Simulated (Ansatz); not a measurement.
Ansatz (a quantum-chemistry and plane-wave program) job for CH₃FSZn, SMILES C[S][Zn][F], PBE0/def2-SVPD. Geometry optimised at B3LYP-D3(BJ)/def2-SVP. The structure was generated by enumeration; whether it is a known compound was not checked. The values are those of a single conformer.

Ansatz 0.2 input:
```yaml
crystal:
  periodic: [false, false, false]
  atoms:
    - {symbol: Zn, position_ang: [0.08005370, -0.70279524, 0.00000000]}
    - {symbol: F, position_ang: [-0.38530293, -2.38920525, -0.00000000]}
    - {symbol: S, position_ang: [0.67741969, 1.38536306, -0.00000000]}
    - {symbol: C, position_ang: [-0.97830681, 2.20332201, 0.00000000]}
    - {symbol: H, position_ang: [-1.56025220, 1.95803264, -0.89922245]}
    - {symbol: H, position_ang: [-0.78225421, 3.28489833, -0.00000000]}
    - {symbol: H, position_ang: [-1.56025221, 1.95803264, 0.89922244]}
basis:
  gaussian:
    orbitals: def2-SVPD
hamiltonian:
  xc: {name: PBE0}
```

It prints:

```
WARN ansatz: RAYON_NUM_THREADS=1 ignored (pool sized by the plan → 1); use --threads N
Functional definition: PBE0
integrals: 0.07 GiB planned
1252 factors; their error is unknown
mean field: 0.57 GiB planned
mean field evaluation 1: about -63025.7764 eV, gradient 6.0e1 eV
mean field evaluation 2: about -63009.7871 eV, gradient 1.2e2 eV
mean field evaluation 4: about -63032.3711 eV, gradient 5.3e0 eV
mean field evaluation 8: about -63032.6787 eV, gradient 2.0e-1 eV
mean field evaluation 16: about -63032.6788 eV, gradient 6.1e-5 eV
mean field -63032.67875565 eV, -2316.4082191859 hartree, gradient 6.1e-5 eV, S^2 0.000000; 0 other end points of the search recorded, 0 dependent functions left out
reference -63032.67879529 eV, -2316.4082206429 hartree; 32, 32 occupied and 96, 96 virtual orbitals, 1252 factors
Total energy: -63032.67879529 eV, -2316.4082206429 hartree
```

The calculation finished and met its thresholds.

Cost: about 5 core-seconds (a rough figure).
